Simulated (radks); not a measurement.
Successive ionisation energies (eV) of one element, from differences of total energies of ions in their ground configurations, starting at charge 0: 5.584, 11.218, 19.124, 50.586, 62.536, 74.750, 91.150, 104.59, 118.16, 153.22. Calculated with a radial shooting solver on a logarithmic mesh with Libxc functionals: scalar-relativistic Kohn-Sham, PBE, spin-polarised, spherical densities, point nucleus; open shells are filled with parallel spins first (spin-orbit coupling, left out, can overturn this in heavy ions). Which element is it?

Answer. Lanthanum (Z = 57). The first species listed is La in [Xe] 5d1 6s2, the last La9+ in [Kr] 4d10 5s2.
